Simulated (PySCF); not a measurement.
# Orbital picture of NiN

B97-3 at R = 1.743 Å; Ni x2c-TZVPPall, N x2c-TZVPPall; spin-free X2C with a Gaussian nucleus (PySCF 2.14). State: ⁴Δ (quartet), unpaired electrons π ↑↑, δ ↑. Only the outer orbitals are listed, counted within each symmetry.

| spin | orbital | occ. | ε (eV) | on Ni (%) | main shells (%) |
| --- | --- | --- | --- | --- | --- |
| α | 1δ | 1 | -11.03 | 100 | 100 Ni d |
| α | 3π | 1 | -10.52 | 72 | 72 Ni d, 27 N p |
| α | 3π | 1 | -10.52 | 72 | 72 Ni d, 27 N p |
| α | 8σ | 1 | -10.19 | 61 | 60 Ni d, 33 N p |
| α | 1δ | 1 | -9.93 | 100 | 100 Ni d |
| α | 4π | 1 | -7.71 | 32 | 68 N p, 28 Ni d |
| α | 4π | 1 | -7.71 | 32 | 68 N p, 28 Ni d |
| α | 9σ | 1 | -7.23 | 58 | 41 N p, 30 Ni s, 28 Ni d |
| α | 10σ | 0 | -2.64 | 87 | 57 Ni s, 24 Ni p, 14 N p |
| α | 5π | 0 | 1.04 | 98 | 93 Ni p |
| α | 5π | 0 | 1.04 | 98 | 93 Ni p |
| β | 7σ | 1 | -18.12 | 13 | 85 N s |
| β | 1δ | 1 | -9.22 | 100 | 100 Ni d |
| β | 8σ | 1 | -8.49 | 60 | 59 Ni d, 31 N p, 8 N s |
| β | 3π | 1 | -8.46 | 92 | 92 Ni d |
| β | 3π | 1 | -8.46 | 92 | 92 Ni d |
| β | 9σ | 1 | -6.18 | 69 | 48 Ni s, 29 N p, 20 Ni d |
| β | 4π | 0 | -2.12 | 30 | 70 N p, 23 Ni p |
| β | 4π | 0 | -2.12 | 30 | 70 N p, 23 Ni p |
| β | 1δ | 0 | -1.99 | 100 | 100 Ni d |

Question: Which are the highest filled and the lowest empty level, where do they sit, and how wide is the gap?

Answer: Highest filled β 9σ at -6.18 eV (in %: 48 Ni s, 29 N p, 20 Ni d); lowest empty α 10σ at -2.64 eV (in %: 57 Ni s, 24 Ni p, 14 N p); the gap at B97-3 is 3.54 eV.

* bond order (Mayer): 1.57
* ⟨S²⟩: 3.822
* charge on Ni (Mulliken, basis-dependent): 0.37
* charge on Ni (Löwdin, basis-dependent): 0.16
* dipole moment (positive dipole means Ni(−)N(+)): -3.50 D

The state is the lowest single determinant that the PBE0 search found; with open d or f shells the true ground state can be another one.
